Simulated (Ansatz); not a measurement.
```yaml
atoms:
  - { symbol: Ti, position_ang: [-0.0046, -0.0161, -0.3765] }
  - { symbol: O, position_ang: [0.0244, 0.0213, 1.2029] }
```

UHF on triplet TiO was run in several spherical basis sets with Ansatz (development build ahead of 0.2.0).

(1) Rank the basis sets by the total energy that they give, lowest first, with the distance from the lowest.
A. STO-3G
B. 6-31G
C. aug-cc-pVDZ

## Answers

(1) C (0.00 eV), B (3.52 eV), A (265.89 eV).

Totals follow the description of the cores as much as that of the bonds, so this order isn't one of quality for chemistry.
